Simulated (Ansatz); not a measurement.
Method: Ansatz (a quantum-chemistry and plane-wave program) with frozen-core CCSD(T)/cc-pVTZ // B3LYP-D3(BJ)/def2-TZVP.

Ansatz 0.2 input:
```yaml
crystal:
  periodic: [false, false, false]
  atoms:
    - { symbol: O, position_ang: [-1.038326, 1.225005, -0.309754] }
    - { symbol: Si, position_ang: [-0.000001, -0.000003, -0.000001] }
    - { symbol: O, position_ang: [1.446077, 0.451752, -0.616022] }
    - { symbol: O, position_ang: [-0.661417, -1.344528, -0.655357] }
    - { symbol: O, position_ang: [0.25367, -0.332236, 1.58113] }
    - { symbol: H, position_ang: [-0.694228, 2.119453, -0.246407] }
    - { symbol: H, position_ang: [2.224743, -0.007682, -0.2919] }
    - { symbol: H, position_ang: [-1.124539, -1.244117, -1.490756] }
    - { symbol: H, position_ang: [-0.405982, -0.867645, 2.029068] }
basis:
  gaussian: { orbitals: cc-pVTZ }
correlation:
  method: ccsd_t
```

Output:

```
Functional definition: HF
1248 factors; integrals over basis functions are off by at most 1.1e-3 eV
mean field evaluation 1: about -16078.1584 eV, gradient 6.0e1 eV
mean field evaluation 2: about -16078.3898 eV, gradient 6.1e1 eV
mean field evaluation 4: about -16084.1708 eV, gradient 2.9e0 eV
mean field evaluation 8: about -16084.2118 eV, gradient 1.2e-1 eV
mean field evaluation 16: about -16082.1199 eV, gradient 3.5e1 eV
mean field -16084.21184089 eV, -591.0838828822 hartree, gradient 2.9e-6 eV, S^2 0.000000; 0 other end points of the search recorded, 0 dependent functions left out
9 core orbitals not correlated
reference -16084.21184089 eV, -591.0838828822 hartree; 16, 16 occupied and 185, 185 virtual orbitals, 1248 factors
second order -29.34489462 eV of doubles, -0.00000000 eV of singles
cycle   1  -28.95393613 eV  change    3.9e-1 eV  update   9.7e-2
cycle   2  -29.52113428 eV  change   -5.7e-1 eV  update   2.6e-2
cycle   3  -29.64347752 eV  change   -1.2e-1 eV  update   1.3e-2
cycle   4  -29.62421163 eV  change    1.9e-2 eV  update   2.4e-3
cycle   5  -29.62388256 eV  change    3.3e-4 eV  update   1.1e-3
cycle   6  -29.62453919 eV  change   -6.6e-4 eV  update   2.9e-4
cycle   7  -29.62436089 eV  change    1.8e-4 eV  update   1.1e-4
cycle   8  -29.62430072 eV  change    6.0e-5 eV  update   3.0e-5
cycle   9  -29.62430301 eV  change   -2.3e-6 eV  update   9.7e-6
perturbative correction -1.02222746 eV, -0.0375661661 hartree
Total energy: -16114.85837135 eV, -592.2101221039 hartree
```

Cost: roughly 2.1 core-minutes.
